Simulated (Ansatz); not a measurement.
`[F][Al]1[CH]=[C]1[SiH3]` + CH₃OH → `CO[SiH3]` + `[F][Al]1[CH]=[CH]1` at 500 K and 1 bar (ligand exchange at the Si–C bond).

Isolated molecules relaxed with PBE0-D4/def2-TZVP in Ansatz; ΔE leaves out vibrations. CCSD(T)/CBS is the MP2 limit (def2-TZVPP, def2-QZVPP) plus CCSD(T) − MP2 in def2-TZVPP, frozen cores. This one scheme is used for every species.

```tsv
species	CCSD(T)/CBS energy (Eh)	H − E (kJ/mol)	S (J/(mol·K))
`[F][Al]1[CH]=[C]1[SiH3]`	-709.39382	171.4	407.5
CH₃OH	-115.61712	157.0	265.4
`CO[SiH3]`	-405.93001	211.0	345.4
`[F][Al]1[CH]=[CH]1`	-419.10904	115.4	319.7
```

H − E and S are ideal-gas, rigid-rotor, harmonic terms from PBE0-D4/def2-TZVP. 1 Eh = 2625.50 kJ/mol, R = 8.31446 J/(mol·K).

By hand: ΔE, ΔH, ΔS and ΔG.

ΔE = (-405.93001) + (-419.10904) − (-709.39382) − (-115.61712) = -0.02811 Eh = -73.8 kJ/mol. Δ(H − E) = 211.0 + 115.4 − 171.4 − 157.0 = -2.0, so ΔH = -75.8 kJ/mol. ΔS = 345.4 + 319.7 − 407.5 − 265.4 = -7.8 J/(mol·K). ΔG = -75.8 − 500 × (-7.8)/1000 = -71.9 kJ/mol.

By hand: the equilibrium constant, and the temperature at which ΔG would vanish if ΔH and ΔS stayed fixed.

log₁₀ K = −ΔG/(RT ln 10) = 7.5. ΔG = 0 at ΔH/ΔS = 9718 K, far beyond where these terms or the molecules hold.

The number of gas molecules stays the same, so ΔS is small and ΔH decides. A doubt of 5 kJ/mol in ΔE shifts log₁₀ K by 0.5 here. These are equilibria of isolated gas molecules and say nothing of rates. Largest T1 diagnostic: 0.014 (customary marks: 0.02 for closed shells, 0.045 for open ones).
